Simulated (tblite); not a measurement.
Compound: CH₆FSi₃ (doublet state).
Bonds: F1–Si2, Si2–Si3, Si3–C4, C4–Si5, Si2–Si5. Hydrogens: H6, H7 on Si3; H8, H9 on C4; H10, H11 on Si5.

Structure optimised with GFN2-xTB, isolated species. This method treats the open shell by occupation alone, without spin polarisation.

**Question.** What internal coordinates does the optimisation give?

**Answer.** 
```
                   bond  length (Å)
                 F1–Si2       1.655
       Si2–Si3, Si2–Si5       2.339
         Si3–C4, C4–Si5       1.929
Si3–H6 and 3 like bonds       1.470
           C4–H8, C4–H9       1.089
```

Bonds in one row agree within 0.01 Å and their mean is given. A selection of angles:
```
      angle  degrees
 F1–Si2–Si3    111.0
Si3–Si2–Si5     83.8
 Si2–Si3–C4     83.4
 Si2–Si3–H6    114.9
 Si2–Si3–H7    129.6
  C4–Si3–H6    111.5
  C4–Si3–H7    109.7
  H6–Si3–H7    105.1
 Si3–C4–Si5    108.2
  Si3–C4–H8    110.3
  Si3–C4–H9    111.2
   H8–C4–H9    105.7
```

Torsions: F1–Si2–Si3–C4 -117° (anticlinal); Si2–Si3–C4–Si5 9° (synperiplanar); Si3–C4–Si5–Si2 -9° (synperiplanar); F1–Si2–Si5–C4 117° (anticlinal).

Si3 (silicon bonded to C, Si and 2 H) has angles from 83.4° to 129.6°. Si2 (silicon bonded to F and 2 Si) is pyramidal (angles 111.1°, 111.0° and 83.8°, sum 306.0°, 0.86 Å off the plane of its three neighbours). The 4-membered ring Si2–Si3–C4–Si5 has internal angles of 83.4° to 108.2°; it is puckered, 0.07 Å rms from its mean plane, widest ring torsion 9°.

Point group: Cs (every atom within 0.08 Å of its image). Its GFN2-xTB frequencies are all real (lowest 68 cm⁻¹).

One conformer stands for the species.

All values are computed, not measured.
